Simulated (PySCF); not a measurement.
## Working out the ionisation energy of Zn

Zn [Ar] 3d10 4s2 (1S) → Zn⁺ [Ar] 3d10 4s1 (2S). All numbers are calculated (PySCF 2.14, the spin-free X2C one-electron Hamiltonian (Gaussian nucleus), in cc-pVTZ-DK (7s6p4d2f1g, 68 functions)). Frozen: [Ar]. Energies in hartree (1 hartree = 27.21139 eV):

| part | Zn (lower) | Zn⁺ (upper) |
| --- | --- | --- |
| UHF | -1794.266395 | -1793.980580 |
| MP2 opposite-spin | -0.331681 | -0.295647 |
| MP2 same-spin | -0.183860 | -0.173838 |

What does Hartree-Fock give?

(-1793.980580) − (-1794.266395) = 0.285815 hartree = 7.777 eV.

What do MP2 and SCS-MP2 (6/5 opposite-spin, 1/3 same-spin) give?

The opposite-spin parts differ by 0.981 eV and the same-spin parts by 0.273 eV. MP2: 7.777 + (0.981) + (0.273) = 9.031 eV. SCS-MP2: 7.777 + 1.2 × (0.981) + (0.273)/3 = 9.045 eV.

Measured between the centres of the two terms (NIST): 9.394 eV, so MP2 (valence) is off by -0.363 eV.

What remains against the reference includes basis incompleteness, the frozen core and correlation beyond second order.
